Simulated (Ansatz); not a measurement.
`B[SiH](Cl)[SnH3]` + H₂O → `[OH][SnH3]` + `B[SiH2]Cl` at 400 K and 1 bar (formal hydrolysis of the Sn–Si bond).

Computed with Ansatz on PBE0-D4/def2-TZVP structures; ΔE is electronic, products minus reactants. CCSD(T)/CBS adds triple-zeta CCSD(T) − MP2 to the extrapolated MP2 energy (def2 sets, frozen cores). This one scheme is used for every species. Elements past krypton have def2 core potentials. For Sn outer-core shells are correlated without core-valence functions, which leaves a few kJ/mol of doubt a bond.

```csv
species,CCSD(T)/CBS energy (Eh),H − E (kJ/mol),S (J/(mol·K))
`B[SiH](Cl)[SnH3]`,-991.28328,173.1,428.0
H₂O,-76.37941,69.8,198.6
`[OH][SnH3]`,-291.59405,108.6,309.2
`B[SiH2]Cl`,-776.05948,125.0,329.6
```

H − E and S are ideal-gas, rigid-rotor, harmonic terms from PBE0-D4/def2-TZVP, for one conformer and one mirror image of each species. 1 Eh = 2625.50 kJ/mol, R = 8.31446 J/(mol·K).

Question: By hand: ΔE, ΔH, ΔS and ΔG.

Answer: ΔE = (-291.59405) + (-776.05948) − (-991.28328) − (-76.37941) = 0.00916 Eh = 24.0 kJ/mol. Δ(H − E) = 108.6 + 125.0 − 173.1 − 69.8 = -9.3, so ΔH = 14.7 kJ/mol. ΔS = 309.2 + 329.6 − 428.0 − 198.6 = 12.2 J/(mol·K). ΔG = 14.7 − 400 × (12.2)/1000 = 9.8 kJ/mol.

Question: By hand: the equilibrium constant, and the temperature at which ΔG would vanish if ΔH and ΔS stayed fixed.

Answer: log₁₀ K = −ΔG/(RT ln 10) = -1.3. ΔG = 0 at ΔH/ΔS = 1205 K, though so small a ΔS makes that figure unsure.

The number of gas molecules stays the same, so ΔS is small and ΔH decides. A doubt of 5 kJ/mol in ΔE shifts log₁₀ K by 0.7 here. Other conformers and mirror images would add mixing entropy, several J/(mol·K) or more a flexible species. Modes under 60 cm⁻¹, often nearly free rotors, make the harmonic entropy too high. These are equilibria of isolated gas molecules and say nothing of rates. Largest T1 diagnostic: 0.014 (customary marks: 0.02 for closed shells, 0.045 for open ones).
